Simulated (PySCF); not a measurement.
**Vibration and rotation of SrSn⁺**

PBE constants of SrSn⁺, ⁴Σ⁻ (quartet), unpaired electrons σ ↑, π ↑↑ (Sr def2-SVPD with ECP28, Sn def2-SVPD with ECP28; scalar-relativistic core potentials (PySCF 2.14); masses 87.9056 and 119.9022 u):

```
ωe              : 150.3 cm⁻¹
ωexe            : 0.371 cm⁻¹
Be              : 0.035309 cm⁻¹
αe              : 0.000114 cm⁻¹
D (centrifugal) : 7.79e-09 cm⁻¹
De to Sr⁺ + Sn  : 1.42 eV
```

Problem. Give the vibrational terms G(v) and spacings up to v = 6.

Solution. G(v) = ωe(v+½) − ωexe(v+½)².

```json
{"v": "0", "G(v) (cm⁻¹)": "75.1", "G(v) − G(v−1)": "", "Bv (cm⁻¹)": "0.03525"}
{"v": "1", "G(v) (cm⁻¹)": "224.6", "G(v) − G(v−1)": "149.6", "Bv (cm⁻¹)": "0.03514"}
{"v": "2", "G(v) (cm⁻¹)": "373.4", "G(v) − G(v−1)": "148.8", "Bv (cm⁻¹)": "0.03502"}
{"v": "3", "G(v) (cm⁻¹)": "521.5", "G(v) − G(v−1)": "148.1", "Bv (cm⁻¹)": "0.03491"}
{"v": "4", "G(v) (cm⁻¹)": "668.8", "G(v) − G(v−1)": "147.3", "Bv (cm⁻¹)": "0.03480"}
{"v": "5", "G(v) (cm⁻¹)": "815.4", "G(v) − G(v−1)": "146.6", "Bv (cm⁻¹)": "0.03468"}
{"v": "6", "G(v) (cm⁻¹)": "961.3", "G(v) − G(v−1)": "145.8", "Bv (cm⁻¹)": "0.03457"}
```

Problem. How well does the Morse estimate ωe²/(4ωexe) reproduce De, and what is D0?

Solution. It gives 1.89 eV, 133 % of the computed De. D0 = De − G(0) = 1.42 − 0.01 = 1.41 eV.

Spin–orbit coupling is left out, which matters for elements this heavy, above all for dissociation energies. For an ion De counts to the pair picked by the measured ionisation energies or electron affinities, which need not be the lowest pair at this level. The state was picked by a PBE0 search and need not be the measured ground state.
